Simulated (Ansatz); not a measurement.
Input for Ansatz (a quantum-chemistry and plane-wave program): R-CCSD(T)/def2-SVP on ClH3SiSn (SMILES [SiH3][Sn][Cl]), a point of a torsion scan. Elements past Kr take the def2 small-core potentials; no spin–orbit coupling. The run froze 19 orbitals, filled d shells among them.

Ansatz 0.2 input:
```yaml
crystal:
  periodic: [false, false, false]
  atoms:
    - {symbol: Si, position_ang: [-0.72509790, 0.05854578, 0.00488798]}
    - {symbol: Sn, position_ang: [1.59702086, 1.31364232, -0.10112908]}
    - {symbol: Cl, position_ang: [2.74955353, -0.15885008, 1.36921720]}
    - {symbol: H, position_ang: [-1.11337914, -0.44525680, 1.33594626]}
    - {symbol: H, position_ang: [-1.91935433, 0.82144307, -0.42093339]}
    - {symbol: H, position_ang: [-0.79013316, -1.14137951, -0.85779251]}
basis:
  gaussian:
    orbitals: def2-SVP
magnetization: {spin_polarized: false}
correlation: {method: ccsd_t, electrons: outside_noble_gas}
scf: {lower_state_search: off}
```

The log:

```
WARN ansatz: RAYON_NUM_THREADS=1 ignored (pool sized by the plan → 1); use --threads N
Functional definition: HF
these checks for a lower state are left out or cut short: stability, starts, cluster_reference, orbital_swaps, neighbouring_geometries, increment
integrals: 0.06 GiB planned
822 factors; integrals over basis functions are off by at most 1.0e-3 eV
mean field: 0.17 GiB planned
mean field evaluation 1: about -26212.0388 eV, gradient 1.6e1 eV
mean field evaluation 2: about -26212.0454 eV, gradient 1.6e1 eV
mean field evaluation 4: about -26213.4027 eV, gradient 1.9e0 eV
mean field evaluation 8: about -26213.4352 eV, gradient 2.0e-4 eV
mean field -26213.43524717 eV, -963.3259772291 hartree, gradient 6.9e-6 eV, S^2 0.000000; 0 other end points of the search recorded, 0 dependent functions left out
19 core orbitals not correlated
reference -26213.43524717 eV, -963.3259772291 hartree; 9, 9 occupied and 49, 49 virtual orbitals, 822 factors
second order -8.04915439 eV of doubles, -0.00000000 eV of singles
coupled cluster: 0.14 GiB planned
cycle   1  -8.97451788 eV  change   -9.3e-1 eV  update   8.8e-2
cycle   2  -9.30920545 eV  change   -3.3e-1 eV  update   3.1e-2
cycle   3  -9.36437459 eV  change   -5.5e-2 eV  update   1.5e-2
cycle   4  -9.35964651 eV  change    4.7e-3 eV  update   4.9e-3
cycle   5  -9.35802739 eV  change    1.6e-3 eV  update   1.6e-3
cycle   6  -9.35796024 eV  change    6.7e-5 eV  update   6.4e-4
cycle   7  -9.35796508 eV  change   -4.8e-6 eV  update   2.4e-4
cycle   8  -9.35802163 eV  change   -5.7e-5 eV  update   8.1e-5
cycle   9  -9.35802997 eV  change   -8.3e-6 eV  update   3.0e-5
cycle  10  -9.35802023 eV  change    9.7e-6 eV  update   1.2e-5
perturbative correction -0.24135596 eV, -0.0088696680 hartree
Total energy: -26223.03462337 eV, -963.6787477974 hartree
Checks for a lower state left out: stability, starts, cluster_reference, orbital_swaps, neighbouring_geometries, increment
```

Self-consistency was reached.

Cost: very roughly 1.9 core-seconds.
